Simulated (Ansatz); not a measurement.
HfB12, relaxed as a singlet with RKS PBE-D4/def2-SVP in Ansatz, starting from the GFN2-xTB geometry. Force threshold 0.03 eV/Å.

In the def2 sets Hf takes a core potential; there is no spin–orbit coupling. The restricted singlet is unstable towards broken spin symmetry in Hartree–Fock (as tested in another run); at PBE-D4/def2-SVP this wasn't settled. The relaxation made no stability test and no search for a lower SCF solution. The structure comes from a short search, and lower isomers may exist.

Start:

Cartesian coordinates in Å:
```
Hf 0.212 0.515 0.026
B -0.895 1.794 -1.435
B 0.192 1.002 -2.157
B -0.483 0.021 2.066
B 1.059 0.032 2.060
B -1.368 -0.900 0.999
B 1.893 -0.830 -0.479
B 0.491 -1.566 -0.993
B -0.731 -1.751 -0.097
B -1.694 1.674 -0.140
B 0.998 -0.321 -1.882
B -1.751 0.664 1.064
B 2.077 -0.334 0.969
```

Problem. Estimate the energy that the relaxation releases and the steps that it takes.

Solution. 171.6 kcal/mol, in 19 steps; 77 s on 4 threads of Arm Neoverse V2 on a shared host. No frequencies were taken in this run, so the end may be a saddle point.

Problem. Does the start keep its bonding?

Solution. Bonds formed: B3–B8, B5–B6, B5–B9, B6–B10, B8–B13, B9–B13 (atoms count from 1).

Problem. Predict the relaxed structure.

Solution. 
```
atom   x (Å)   y (Å)   z (Å)
 Hf1   0.643   1.172   0.183
  B2  -1.124   0.877  -1.306
  B3   0.110   0.376  -2.131
  B4  -0.568   0.446   2.320
  B5   0.316  -0.699   1.618
  B6  -1.348  -0.374   0.999
  B7   2.271  -0.627  -0.739
  B8   0.639  -1.093  -1.174
  B9  -0.376  -1.344   0.096
 B10  -1.906   1.107   0.035
 B11   1.652   0.029  -1.996
 B12  -1.689   1.225   1.594
 B13   1.379  -1.095   0.502
```
Bond lengths: 21 × B–B 1.55 to 1.85 Å; 12 × B–Hf 2.33 to 2.73 Å.
